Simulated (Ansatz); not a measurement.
A run for Ansatz (an electronic-structure program): R-PBE0/def2-TZVPPD on C2H6FN (a complex), monomers drawn apart or pushed together. Files ending in .json are basis or fitting sets from the Basis Set Exchange.

Ansatz 0.2 input:
```yaml
crystal:
  periodic: [false, false, false]
  atoms:
    - {symbol: N, position_ang: [-0.02761160, -0.09532381, 0.64327986]}
    - {symbol: H, position_ang: [0.65504430, 0.24667522, 1.31115156]}
    - {symbol: H, position_ang: [0.41783056, -0.82509455, 0.09884847]}
    - {symbol: H, position_ang: [-0.24275256, 0.66623092, 0.00995532]}
    - {symbol: C, position_ang: [-0.99162747, -0.33225838, 4.26450693]}
    - {symbol: C, position_ang: [0.11012341, 0.18456725, 4.76620452]}
    - {symbol: F, position_ang: [1.13271157, 0.60116086, 3.97658824]}
    - {symbol: H, position_ang: [-1.12764099, -0.44675609, 3.19599549]}
    - {symbol: H, position_ang: [-1.77229378, -0.64652896, 4.94216200]}
    - {symbol: H, position_ang: [0.33782973, 0.33874308, 5.81241860]}
basis:
  gaussian:
    orbitals: def2-TZVPPD.json
hamiltonian:
  xc: {name: PBE0}
scf: {lower_state_search: off}
```

The log:

```
WARN ansatz: RAYON_NUM_THREADS=2 ignored (pool sized by the plan → 2); use --threads N
Functional definition: PBE0
these checks for a lower state are left out or cut short: stability, starts, cluster_reference, orbital_swaps, neighbouring_geometries, increment
integrals: 0.13 GiB planned
1078 factors; their error is unknown
mean field: 1.35 GiB planned
mean field evaluation 1: about -6364.2761 eV, gradient 6.9e1 eV
mean field evaluation 2: about -6357.3994 eV, gradient 8.4e1 eV
mean field evaluation 4: about -6373.6370 eV, gradient 4.0e0 eV
mean field evaluation 8: about -6373.6732 eV, gradient 5.2e-1 eV
mean field evaluation 16: about -6373.6735 eV, gradient 7.4e-6 eV
mean field -6373.67351118 eV, -234.2281813048 hartree, gradient 7.4e-6 eV, S^2 0.000000; 0 other end points of the search recorded, 0 dependent functions left out
reference -6373.67354782 eV, -234.2281826514 hartree; 17, 17 occupied and 236, 236 virtual orbitals, 1078 factors
Total energy: -6373.67354782 eV, -234.2281826514 hartree
Checks for a lower state left out: stability, starts, cluster_reference, orbital_swaps, neighbouring_geometries, increment
```

The run converged.

Cost: around 1.7 core-seconds (rough).
